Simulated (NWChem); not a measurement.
**Dipole moment of Cl$_{2}$Si**

```xyz
3

Si     0.0000     0.0000     0.9417
Cl    -1.6401     0.0000    -0.3877
Cl     1.6401     0.0000    -0.3877
```
Charge 0, spin multiplicity 1.

Everything below was run with NWChem. All single points use one geometry, from PBE/def2-SVP, a minimum by its harmonic frequencies.

Basis set: 6-31G*. The CCSD dipole comes from the Λ equations, without orbital relaxation.

The correlated methods keep 15 core orbitals frozen. B3LYP has NWChem's definition, with VWN1-RPA local correlation. The Pople sets run with spherical d functions. The structure started from a generated list of species. Coupled-cluster values serve here as a point of comparison, not as the truth.

Q: One of these methods gave a dipole moment of 1.41 D. Which?
A. PBE
B. BHandHLYP
C. HF
D. B3LYP

A: D, B3LYP. The others give 1.17 (PBE), 1.64 (BHandHLYP), 1.81 (HF).
